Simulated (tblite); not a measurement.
Record of a relaxation.

Species: C₅H₇O₂Se (doublet state).
Bonds: C1–C2 (double), C2–C3, C3–Se4, Se4–C5, C2–O6, O6–C7, C7–O8 (double). Hydrogens: H9, H10 on C1; H11 on C3; H12, H13, H14 on C5; H15 on C7.
Bond orders are those of one Lewis drawing.

Computed with GFN2-xTB (tblite), gas phase: L-BFGS steps from a force-field or distance-geometry start until the largest atomic force falls under 0.01 eV/Å. 7 of its 149 geometries are shown.

Step 0: E = -692.4935 eV, largest atomic force 5.241 eV/Å
```
atom  x, y, z in Å  |  force x, y, z in eV/Å
C1     -1.140    2.099   -0.676   -0.985   0.402  -0.105
C2     -1.051    0.802   -0.439    0.880  -1.602   0.192
C3      0.312    0.136   -0.465   -0.646   1.420   0.610
Se4     1.246    0.437    1.203   -0.509  -0.797  -1.038
C5      2.597   -0.888    0.745    0.766  -0.473  -0.127
O6     -2.219    0.084   -0.115   -0.368  -1.831   0.450
C7     -2.296   -1.287    0.143    5.162  -0.322  -0.849
O8     -1.283   -2.039    0.088   -3.489   2.546   0.209
H9     -2.110    2.587   -0.638    0.263  -0.002  -0.029
H10    -0.279    2.697   -0.906   -0.007  -0.059  -0.008
H11     0.906    0.503   -1.327   -0.252  -0.580   0.512
H12     3.328   -0.975    1.567   -0.322   0.074  -0.330
H13     3.121   -0.567   -0.175   -0.275  -0.143   0.454
H14     2.123   -1.874    0.568    0.102   0.673   0.154
H15    -3.260   -1.708    0.405   -0.319   0.693  -0.095
```

Step 25: E = -693.4440 eV, largest atomic force 0.690 eV/Å
```
atom  x, y, z in Å  |  force x, y, z in eV/Å
C1     -1.363    2.141   -0.914    0.022  -0.065   0.042
C2     -0.996    0.986   -0.330    0.145  -0.031  -0.029
C3      0.355    0.555   -0.191   -0.150  -0.625   0.252
Se4     0.890   -0.409    1.319    0.209   0.159  -0.158
C5      2.619   -1.114    0.730    0.069  -0.034  -0.240
O6     -2.078    0.223    0.157    0.258  -0.275   0.068
C7     -2.041   -1.094    0.206   -0.032  -0.252   0.083
O8     -1.127   -1.864    0.088    0.028   0.308  -0.209
H9     -2.400    2.408   -0.965   -0.013   0.062  -0.136
H10    -0.612    2.819   -1.260   -0.008   0.140  -0.120
H11     0.988    0.545   -1.066    0.154   0.281   0.257
H12     3.369   -1.097    1.517   -0.234   0.108   0.167
H13     2.949   -0.482   -0.087    0.053   0.020  -0.108
H14     2.501   -2.143    0.386   -0.132   0.098  -0.017
H15    -3.055   -1.468    0.387   -0.369   0.107   0.147
```

Step 49: E = -693.7694 eV, largest atomic force 0.105 eV/Å
```
atom  x, y, z in Å  |  force x, y, z in eV/Å
C1     -1.324    2.004   -1.071   -0.009  -0.047   0.040
C2     -0.972    0.955   -0.277    0.028  -0.074   0.035
C3      0.341    0.568    0.005    0.074   0.018  -0.072
Se4     0.854   -0.662    1.286   -0.073   0.012   0.058
C5      2.638   -1.132    0.637   -0.008  -0.013  -0.011
O6     -2.052    0.249    0.291   -0.020   0.005   0.030
C7     -2.118   -1.068    0.259   -0.076   0.056  -0.025
O8     -1.318   -1.845   -0.174    0.004   0.055  -0.002
H9     -2.360    2.214   -1.250   -0.035  -0.003  -0.015
H10    -0.595    2.650   -1.518    0.044  -0.069   0.036
H11     1.131    1.129   -0.473    0.048  -0.037  -0.006
H12     3.331   -1.183    1.472   -0.035   0.079   0.027
H13     2.957   -0.393   -0.091    0.026   0.050   0.008
H14     2.567   -2.112    0.175   -0.005  -0.030  -0.095
H15    -3.084   -1.367    0.708    0.036  -0.002  -0.007
```

Step 74: E = -693.7986 eV, largest atomic force 0.123 eV/Å
```
atom  x, y, z in Å  |  force x, y, z in eV/Å
C1     -1.292    1.928   -1.083   -0.005  -0.023   0.000
C2     -0.950    0.922   -0.237    0.012  -0.011   0.037
C3      0.352    0.499    0.024    0.059   0.022  -0.073
Se4     0.822   -0.762    1.289    0.053  -0.036  -0.029
C5      2.645   -1.061    0.646    0.012   0.019   0.004
O6     -2.015    0.281    0.436   -0.042   0.013  -0.030
C7     -2.190   -1.014    0.255    0.096  -0.040   0.066
O8     -1.490   -1.768   -0.356   -0.061   0.039   0.001
H9     -2.318    2.196   -1.231   -0.059  -0.016  -0.018
H10    -0.542    2.473   -1.621    0.042   0.030   0.017
H11     1.168    0.975   -0.501   -0.082   0.003   0.001
H12     3.316   -1.235    1.482   -0.060  -0.009   0.053
H13     2.953   -0.176    0.096    0.055  -0.003   0.015
H14     2.642   -1.929   -0.008   -0.006  -0.009  -0.030
H15    -3.106   -1.321    0.789   -0.013   0.022  -0.013
```

Step 99: E = -693.8582 eV, largest atomic force 0.789 eV/Å
```
atom  x, y, z in Å  |  force x, y, z in eV/Å
C1     -1.307    1.918   -1.116    0.066   0.018   0.045
C2     -0.916    0.851   -0.372    0.060  -0.058  -0.061
C3      0.361    0.283   -0.366    0.006  -0.046   0.143
Se4     0.778   -1.280    0.540    0.211   0.153  -0.041
C5      2.716   -0.974    0.766    0.114   0.374  -0.230
O6     -1.902    0.338    0.494   -0.096   0.079   0.019
C7     -2.247   -0.927    0.440   -0.219   0.170   0.087
O8     -1.781   -1.781   -0.255    0.187  -0.266  -0.137
H9     -2.318    2.269   -1.053    0.015   0.079  -0.007
H10    -0.614    2.429   -1.754   -0.027  -0.018  -0.037
H11     1.139    0.761   -0.941    0.002  -0.066   0.013
H12     3.072   -1.732    1.461   -0.001   0.060  -0.045
H13     2.862    0.035    1.205    0.001  -0.674  -0.410
H14     3.243   -1.095   -0.204   -0.356   0.230   0.624
H15    -3.091   -1.088    1.133    0.036  -0.036   0.037
```

Step 123: E = -693.9134 eV, largest atomic force 0.060 eV/Å
```
atom  x, y, z in Å  |  force x, y, z in eV/Å
C1     -1.241    1.932   -1.118    0.003   0.019   0.009
C2     -0.956    0.827   -0.376    0.008   0.001  -0.026
C3      0.316    0.255   -0.281   -0.016   0.015  -0.013
Se4     0.763   -1.264    0.666    0.032  -0.003   0.024
C5      2.691   -0.935    0.727    0.052  -0.023   0.020
O6     -2.025    0.319    0.388    0.031  -0.013   0.003
C7     -2.269   -0.971    0.433   -0.008   0.022  -0.016
O8     -1.696   -1.850   -0.151   -0.012   0.008   0.038
H9     -2.227    2.356   -1.122    0.003  -0.038   0.004
H10    -0.479    2.409   -1.702   -0.007  -0.001   0.010
H11     1.120    0.735   -0.818   -0.011   0.001   0.003
H12     3.138   -1.707    1.348   -0.011   0.002  -0.019
H13     2.889    0.042    1.160   -0.023  -0.020  -0.024
H14     3.101   -0.998   -0.279   -0.008   0.028   0.009
H15    -3.129   -1.142    1.103   -0.032   0.001  -0.023
```

Step 148: E = -693.9202 eV, largest atomic force 0.010 eV/Å
```
atom  x, y, z in Å  |  force x, y, z in eV/Å
C1     -1.220    1.921   -1.119    0.002   0.003   0.002
C2     -0.956    0.809   -0.376   -0.002   0.002  -0.001
C3      0.314    0.241   -0.255   -0.005   0.002  -0.004
Se4     0.788   -1.272    0.691    0.003   0.002   0.002
C5      2.715   -0.922    0.710    0.002   0.001   0.005
O6     -2.062    0.315    0.342    0.007  -0.007   0.001
C7     -2.312   -0.969    0.439    0.001  -0.005  -0.001
O8     -1.686   -1.883   -0.023   -0.001   0.006   0.002
H9     -2.211    2.331   -1.149    0.002  -0.002  -0.003
H10    -0.445    2.409   -1.675   -0.004  -0.003   0.000
H11     1.119    0.735   -0.777   -0.001  -0.001   0.004
H12     3.195   -1.732    1.253   -0.005  -0.001  -0.007
H13     2.911    0.022    1.209    0.001  -0.004   0.000
H14     3.087   -0.895   -0.312   -0.005   0.003   0.004
H15    -3.241   -1.102    1.021    0.006   0.004  -0.002
```

Question: Summarise the path.

Answer: The energy falls by 137.65 kJ/mol from step 0 to step 148; nine tenths of that is first reached at step 53. It rises by more than 0.2 meV at steps 26 and 99. The largest force goes from 5.241 to 0.010 eV/Å. Among the bonds C2–C3 changes most, from 1.517 to 1.397 Å; the atoms move by 0.897 Å rms after alignment.

Question: Follow the three bonds and two angles with the largest change from start to end.

Answer: 
| step | E above end (kJ/mol) | largest force (eV/Å) | C2–C3 (Å) | C3–Se4 (Å) | O6–C7 (Å) | C2–C3–Se4 (°) | O6–C7–H15 (°) |
| --- | --- | --- | --- | --- | --- | --- | --- |
| 0 | 137.65 | 5.241 | 1.517 | 1.935 | 1.397 | 110.5 | 118.3 |
| 6 | 76.34 | 0.372 | 1.457 | 1.853 | 1.323 | 115.8 | 105.8 |
| 13 | 63.82 | 0.363 | 1.444 | 1.839 | 1.317 | 117.7 | 108.3 |
| 19 | 57.83 | 0.304 | 1.443 | 1.853 | 1.315 | 120.2 | 107.8 |
| 26 | 46.26 | 1.132 | 1.424 | 1.810 | 1.322 | 119.5 | 107.0 |
| 32 | 23.90 | 0.589 | 1.407 | 1.851 | 1.320 | 120.4 | 107.5 |
| 39 | 17.56 | 0.237 | 1.401 | 1.848 | 1.318 | 123.3 | 108.0 |
| 45 | 15.51 | 0.144 | 1.398 | 1.846 | 1.315 | 124.6 | 108.0 |
| 51 | 14.11 | 0.141 | 1.398 | 1.851 | 1.318 | 125.7 | 107.8 |
| 58 | 13.17 | 0.104 | 1.397 | 1.849 | 1.319 | 125.6 | 108.4 |
| 64 | 12.66 | 0.076 | 1.394 | 1.845 | 1.319 | 125.1 | 108.4 |
| 71 | 12.00 | 0.075 | 1.393 | 1.847 | 1.319 | 125.2 | 108.3 |
| 77 | 10.98 | 0.222 | 1.397 | 1.850 | 1.320 | 123.4 | 108.3 |
| 84 | 8.31 | 0.182 | 1.396 | 1.849 | 1.320 | 123.2 | 108.8 |
| 90 | 7.02 | 0.249 | 1.395 | 1.842 | 1.319 | 122.1 | 108.4 |
| 97 | 4.30 | 0.142 | 1.398 | 1.846 | 1.314 | 123.0 | 108.5 |
| 103 | 2.91 | 0.083 | 1.396 | 1.847 | 1.314 | 123.5 | 108.3 |
| 109 | 2.03 | 0.144 | 1.397 | 1.847 | 1.314 | 125.4 | 108.8 |
| 116 | 1.05 | 0.090 | 1.397 | 1.846 | 1.314 | 126.0 | 108.7 |
| 122 | 0.70 | 0.063 | 1.397 | 1.846 | 1.314 | 126.2 | 108.6 |
| 129 | 0.29 | 0.058 | 1.396 | 1.847 | 1.313 | 126.8 | 108.6 |
| 135 | 0.11 | 0.029 | 1.397 | 1.847 | 1.312 | 127.4 | 108.3 |
| 142 | 0.03 | 0.027 | 1.396 | 1.847 | 1.311 | 127.6 | 108.4 |
| 148 | 0.00 | 0.010 | 1.397 | 1.846 | 1.311 | 127.7 | 108.5 |

What follows is the cost of the whole relaxation. The run took 1.1 s of wall time on an Arm Neoverse V1 with one thread (shared host).
